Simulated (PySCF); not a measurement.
## Fine-structure interval of Ta⁵⁴⁺ by level of theory

Ta⁵⁴⁺ [Ar] 3d1 [3d3/2^1, M_J = 3/2] → Ta⁵⁴⁺ [Ar] 3d1 [3d5/2^1, M_J = 5/2], as a difference of total energies. All numbers are calculated (PySCF 2.14, the two-component X2C-1e Hamiltonian, in an uncontracted even-tempered set (15 s from 15 bohr⁻², ratio 2.8; 12 p from 20 bohr⁻², ratio 2.8; 8 d from 20 bohr⁻², ratio 2.8; 3 f from 60 bohr⁻², ratio 3)). Correlated levels: [Ne] frozen; the 72 highest virtual spinors dropped. "Screened" scales the spin-orbit matrix elements by Boettger's factors to mimic the two-electron term; Breit and QED terms are absent.

```csv
method,fine-structure interval (cm⁻¹)
GHF (screened spin-orbit),588640
GMP2 (screened spin-orbit),589240
GHF (bare spin-orbit),682990
```
